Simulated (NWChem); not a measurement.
System: CH₃F₂Ga; SMILES [F][Ga]([F])[CH3]

Input file for NWChem:

```
start job
memory heap 200 mb stack 900 mb global 1100 mb
geometry units angstroms noautosym nocenter noautoz
  Ga    -0.003024    -0.015392     0.001284
  F     -1.448313     0.967317    -0.002531
  F      1.430912     0.984202    -0.002281
  C      0.010789    -1.950063     0.003082
  H      0.643117    -2.315299     0.824814
  H      0.434174    -2.311468    -0.945527
  H     -1.009258    -2.339257     0.118445
end
basis spherical
  Ga library 6-311g**
  F library 6-311g**
  C library 6-311g**
  H library 6-311g**
end
dft
  xc b3lyp
  iterations 150
end
property
  shielding
end
task dft property
```

Excerpt of the output:

```
             Northwest Computational Chemistry Package (NWChem) 7.3.0
             --------------------------------------------------------

                             Geometry "geometry" -> ""
                             -------------------------

 Output coordinates in angstroms (scale by  1.889725989 to convert to a.u.)

  No.       Tag          Charge          X              Y              Z
 ---- ---------------- ---------- -------------- -------------- --------------
    1 Ga                  31.0000    -0.00302400    -0.01539200     0.00128400
    2 F                    9.0000    -1.44831300     0.96731700    -0.00253100
    3 F                    9.0000     1.43091200     0.98420200    -0.00228100
    4 C                    6.0000     0.01078900    -1.95006300     0.00308200
    5 H                    1.0000     0.64311700    -2.31529900     0.82481400
    6 H                    1.0000     0.43417400    -2.31146800    -0.94552700
    7 H                    1.0000    -1.00925800    -2.33925700     0.11844500

 Effective nuclear repulsion energy (a.u.)     288.9465776848

                              NWChem Property Module
                              ----------------------

  itol2e modified to match energy
  convergence criterion.

                                 NWChem DFT Module
                                 -----------------

 Summary of "ao basis" -> "ao basis" (spherical)
 ------------------------------------------------------------------------------
       Tag                 Description            Shells   Functions and Types
 ---------------- ------------------------------  ------  ---------------------
 Ga                         6-311g**                18       44   8s7p3d
 F                          6-311g**                 8       18   4s3p1d
 C                          6-311g**                 8       18   4s3p1d
 H                          6-311g**                 4        6   3s1p

  itol2e modified to match energy
  convergence criterion.

[...]

          -----------------------------------------
          Chemical Shielding Tensors (GIAO, in ppm)
          -----------------------------------------

                                NWChem CPHF Module
                                ------------------

  scftype          =     RHF
  nclosed          =       29
  nopen            =        0
  variables        =     2523
  # of vectors     =        3
  tolerance        = 0.10D-03
  level shift      = 0.00D+00
  max iterations   =       50
  max subspace     =       30

 SCF residual:    3.9642139112005570E-005

Iterative solution of linear equations
  No. of variables     2523
  No. of equations        3
  Maximum subspace       30
        Iterations       50
       Convergence  1.0D-04

   iter   nsub   residual    time
   ----  ------  --------  ---------
     1      3    3.67D-01     101.9
     2      6    1.50D-02     111.5
     3      9    8.45D-04     121.1
     4     12    4.63D-05     130.3

      Atom:    1  Ga
        Diamagnetic
   2640.7902     -0.0019      0.0007
     -0.0019   2640.5196     -0.0216
      0.0007     -0.0216   2640.1543

        Paramagnetic
  -1234.5193     -3.6765     -0.0347
     -3.6765   -847.3511     -0.9235
     -0.0347     -0.9235  -1399.7958

        Total Shielding Tensor
   1406.2708     -3.6784     -0.0339
     -3.6784   1793.1685     -0.9451
     -0.0339     -0.9451   1240.3585

           isotropic =    1479.9326
          anisotropy =     469.9087

          Principal Components and Axis System
                 1           2           3
             1793.2051   1406.2359   1240.3569

      1        -0.0095      1.0000      0.0002
      2         1.0000      0.0095      0.0017
      3        -0.0017     -0.0003      1.0000

      Atom:    2  F
        Diamagnetic
    484.5838    -12.4047      0.0756
    -12.4047    473.4900     -0.0528
      0.0756     -0.0528    465.5219

        Paramagnetic
   -206.1027   -127.9259      0.4617
   -127.9259   -202.4273     -0.1893
      0.4617     -0.1893   -156.8820

        Total Shielding Tensor
    278.4811   -140.3307      0.5373
   -140.3307    271.0627     -0.2421
      0.5373     -0.2421    308.6399

           isotropic =     286.0612
          anisotropy =     193.6398

          Principal Components and Axis System
                 1           2           3
              415.1545    308.6373    134.3920

      1         0.7164     -0.0029      0.6977
      2        -0.6977      0.0045      0.7164
      3         0.0052      1.0000     -0.0012

      Atom:    3  F
        Diamagnetic
    483.9734     12.8435     -0.0709
     12.8435    473.7538     -0.0519
     -0.0709     -0.0519    465.1211

        Paramagnetic
   -207.3568    126.2366     -0.4737
    126.2366   -199.8352     -0.1582
     -0.4737     -0.1582   -150.8770

        Total Shielding Tensor
    276.6166    139.0801     -0.5446
    139.0801    273.9186     -0.2101
     -0.5446     -0.2101    314.2440

           isotropic =     288.2597
          anisotropy =     189.1460

          Principal Components and Axis System
                 1           2           3
              414.3571    314.2415    136.1807

      1         0.7105      0.0029     -0.7037
      2         0.7037      0.0047      0.7105
      3        -0.0053      1.0000     -0.0013

      Atom:    4  C
        Diamagnetic
    240.3580      0.2595      0.0056
      0.2595    260.6196     -0.1764
      0.0056     -0.1764    240.2579

        Paramagnetic
    -50.3526      2.6425      0.0332
      2.6425    -61.6330     -0.8870
      0.0332     -0.8870    -52.3949

[...]
```

Level: B3LYP/6-311G** (spherical d), GIAO. The geometry was optimised at PBE0/def2-SVP. The printed shielding anisotropy is the first printed principal value minus the mean of the other two.
